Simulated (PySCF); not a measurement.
Species: C3H8N2OSi.
Atom-mapped SMILES: `[H]/[N:7]=[CH:6]/[SiH2:5][NH:4][C:2]([CH3:1])=[O:3]` (hydrogens: H8, H9, H10 on C1; H11 on N4; H12, H13 on Si5; H14 on C6; H15 on N7)

Structure used (PBE0-D3(BJ)/def2-SVP), in Å, numbered top down from 1:
```
atom  x, y, z in Å
C1    -2.681    0.264    0.207
C2    -1.478   -0.606   -0.059
O3    -1.559   -1.788   -0.346
N4    -0.255   -0.006    0.014
Si5    1.185   -0.956   -0.302
C6     2.530    0.365   -0.046
N7     2.143    1.535    0.279
H8    -2.804    0.990   -0.612
H9    -2.562    0.832    1.142
H10   -3.576   -0.366    0.264
H11   -0.142    0.975    0.260
H12    1.258   -1.480   -1.695
H13    1.387   -2.072    0.664
H14    3.603    0.114   -0.177
H15    2.933    2.180    0.398
```

Linear response at CAM-B3LYP/def2-SVPD (PySCF, frozen core in the response, non-relativistic). The structure is a single PBE0-D3(BJ)/def2-SVP conformer in the gas phase; no vibrational or solvent corrections.

Static isotropic polarisability: 80.86 au (11.98 Å³), principal values 60.0, 87.0, 95.6 au.

Task: What is the polarisability at 1064 nm and at the sodium D line?

Result: 81.58 au at 1064 nm (+0.9 %), 83.29 au at 589.3 nm (+3.0 %). The rise at 589.3 nm is 3.37 times that at 1064 nm; a pure ω² law gives 3.26. The lowest singlet lies at 266 nm, shorter than both wavelengths.

Task: What is the isotropic C6 coefficient between two such molecules, C6 = (3/π)∫α(iω)² dω?

Result: 2620 au (Eh·bohr⁶) by a ten-point quadrature over imaginary frequencies, which is 1570 eV·Å⁶ or 151 J·nm⁶/mol.

Task: Which effective excitation energy ω̄ makes London's formula C6 = (3/4)α²ω̄ exact here?

Result: ω̄ = 4·C6/(3α²) = 0.534 Eh = 14.5 eV. A one-pole form α(ω) = α/(1 − ω²/ω̄²) fitted to the 1064 nm value gives 12.4 eV. London's choice of the ionisation energy (9.71 eV, ΔSCF at the same level) gives C6 = 1750 au, 33 % too low.

Task: How many electrons N does the Slater–Kirkwood formula C6 = (3/4)·√N·α^(3/2) need to give this C6?

Result: N = (4·C6/3)²/α³ = 23.1; the species has 62 electrons in all.

Task: The lowest 10 singlets have (eV, f): 4.66, 0.003; 5.67, 0.001; 6.44, 0.006; 6.92, 0.000; 7.01, 0.003; 7.18, 0.048; 7.23, 0.001; 7.35, 0.190; 7.57, 0.000; 7.59, 0.059. What share of the static polarisability do they carry in the sum over states α = Σ f/ω²?

Result: 4.35 au, 5.4 % of α; the largest term, 2.61 au, is that of the state at 7.35 eV. Their oscillator strengths add up to 0.31. Higher states carry the rest.

Task: What n − 1 at the D line would an ideal gas of it have at 273.15 K and 1 atm (2.6868 × 10¹⁹ cm⁻³), by n − 1 = 2π·N·α′?

Result: 20.84 × 10⁻⁴, a formal value whether or not that pressure can be reached.

Task: How anisotropic is the static polarisability, by Δα² = ½[(α1 − α2)² + (α2 − α3)² + (α3 − α1)²]?

Result: Δα = 32.2 au, or 0.40 of the isotropic value.

Hardware: Intel Xeon at 2.70 GHz, one thread, on a shared host. Cost: 9.8 min wall, 1.0 GiB resident at most. This is the whole response run at CAM-B3LYP/def2-SVPD, SCF included.
